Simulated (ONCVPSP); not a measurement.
# Pseudopotential generation for N: ONCV, PW91, scalar-relativistic.

N, optimised norm-conserving Vanderbilt (ONCV), made with ONCVPSP 4.0.1 (PW91, scalar-relativistic). Core [He], reference 2s1 2p4. Waves: 2s: rc 1.00 bohr, ncon 3, nbas 7, qcut 8.5 1/bohr, 3 projectors, debl 1.1 Ha; 2p: rc 1.42 bohr, ncon 4, nbas 9, qcut 8.2 1/bohr, 1 projector. Local part: polynomial inside 0.64 bohr (lpopt 5, dvloc0 0 Ha). Core correction: polynomial model core, fcfact 0.45.

* Cutoffs needed: 27 Ha and 34 Ha (the cutoffs (Ha) at which the residual kinetic energy of the hardest occupied pseudo-wave falls to 1 and 0.1 mHa per electron)
* Ghost test: no bound ghost flagged; GHOST(+) flags only above 600 eV
* Largest excitation error: +743 meV (all-electron minus pseudo) for 2s2 2p0, out of 4 test configurations
* rms error of d²Exc/dni dnj: 1.84 mHa without and 1.37 mHa with the model core
